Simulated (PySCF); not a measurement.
Species: C₄H₉NSi₂.
SMILES with atom numbers: `[N:1]#[C:2][C@@H:3]1[CH2:4][Si@H:5]1[CH2:6][SiH3:7]`

Structure used (GFN2-xTB), in Å, numbered top down from 1:
```xyz
16
C4H9NSi2 angstrom
N     -3.504    1.431   -1.219
C     -2.566    0.841   -0.918
C     -1.408    0.152   -0.519
C     -1.483   -0.622    0.820
Si    -0.336    0.862    0.897
C      1.538    0.635    0.797
Si     2.171   -0.935   -0.085
H     -0.926   -0.365   -1.341
H     -2.450   -0.585    1.303
H     -1.101   -1.633    0.776
H     -0.849    2.063    1.540
H      1.927    0.645    1.815
H      1.966    1.509    0.307
H      1.657   -2.117    0.609
H      1.722   -0.929   -1.478
H      3.635   -0.941   -0.049
```

NICS is the negative of the GIAO shielding at a point without a nucleus: at the ring centre (0) and 1 Å above and below it (1); zz is the component along the ring normal. Level: GIAO PBE0/pcSseg-1 (PySCF, non-relativistic, gas phase) on the GFN2-xTB geometry, one conformer.

Ring bond lengths (Å), with Mayer bond orders in brackets: C3–C4 1.548 (0.85), C4–Si5 1.877 (0.96), Si5–C3 1.913 (0.82).

**Question.** What do the NICS probes read (ppm)?

**Answer.** 
| ring | type | NICS(0) | NICS(1), two faces | NICS(1)zz, two faces | rms pucker (Å) | centre to ring atoms, mean (Å) |
| --- | --- | --- | --- | --- | --- | --- |
| C3–C4–Si5 | 3-membered ring with Si; formal bonds all single | -26.8 | -7.7 / -8.3 | -16.2 / -18.2 | 0.00 | 1.03 |

**Question.** What do they say, and how far can they be read as aromaticity?

**Answer.** 
- C3–C4–Si5: mean NICS(1)zz -17.2 ppm, shielded. C3, C4, Si5 have four or more neighbours, and the NICS criterion for π rings isn't applied. NICS(0) lies 19 ppm below the mean NICS(1).

**Question.** What is the mean of the two in-plane components of NICS at the second NICS(1) probe listed for ring C3–C4–Si5, 1 Å off the ring?

**Answer.** The isotropic value is a third of the trace: (3 × -8.3 − (-18.2))/2 = -3.4 ppm.

**Question.** How shielded are the nuclei of the rings and their hydrogens (means over atoms taken as equivalent)?

**Answer.** 
```csv
atoms,environment,σ isotropic (ppm)
C3,sp3 carbon bound to silicon,195.0
C4,sp3 carbon bound to silicon,182.9
Si5,SiH silicon,449.9
H8,methine hydrogen,30.44
H9,methylene hydrogen,30.82
H10,methylene hydrogen,30.61
H11,Si–H hydrogen,27.94
```
